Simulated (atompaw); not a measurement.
**An all-electron radial function and its pseudo partner (Au)**

Columns: radius, all-electron u(r) and pseudo u(r) of the 5d shell (level -6.88 eV) of gold in the configuration [Kr] 4d10 4f14 5s2 5p6 5d10 6s1 6p0; PBE, scalar-relativistic, PAW (atompaw) scheme, atompaw 4.2.0.5.

| r (bohr) | all-electron | pseudo |
| --- | --- | --- |
| 0.090 | 0.2658 | 0.0005 |
| 0.181 | 0.0542 | 0.0042 |
| 0.271 | -0.3064 | 0.0137 |
| 0.362 | -0.4083 | 0.0317 |
| 0.452 | -0.2808 | 0.0592 |
| 0.542 | -0.0502 | 0.0971 |
| 0.633 | 0.1983 | 0.1456 |
| 0.723 | 0.4149 | 0.2025 |
| 0.813 | 0.5860 | 0.2661 |
| 0.904 | 0.7111 | 0.3346 |
| 0.994 | 0.7925 | 0.4033 |
| 1.085 | 0.8396 | 0.4703 |
| 1.175 | 0.8590 | 0.5309 |
| 1.265 | 0.8584 | 0.5831 |
| 1.356 | 0.8431 | 0.6250 |
| 1.446 | 0.8181 | 0.6543 |
| 1.537 | 0.7861 | 0.6709 |
| 1.627 | 0.7506 | 0.6747 |
| 1.717 | 0.7129 | 0.6671 |
| 1.808 | 0.6740 | 0.6494 |
| 1.898 | 0.6356 | 0.6243 |
| 1.988 | 0.5980 | 0.5939 |
| 2.079 | 0.5612 | 0.5603 |
| 2.169 | 0.5263 | 0.5263 |
| 2.260 | 0.4927 | 0.4927 |
| 2.350 | 0.4611 | 0.4611 |

(1) How many radial nodes do the two functions have?

(2) Is the pseudo-wave norm-conserving?

Answers

(1) The all-electron 5d function has n − l − 1 = 2; the pseudo-wave has 0, since the states of the same l below it are removed with the core.

(2) No, it belongs to a PAW set: the norm inside the radius is not constrained, and the difference is carried by the augmentation charge.
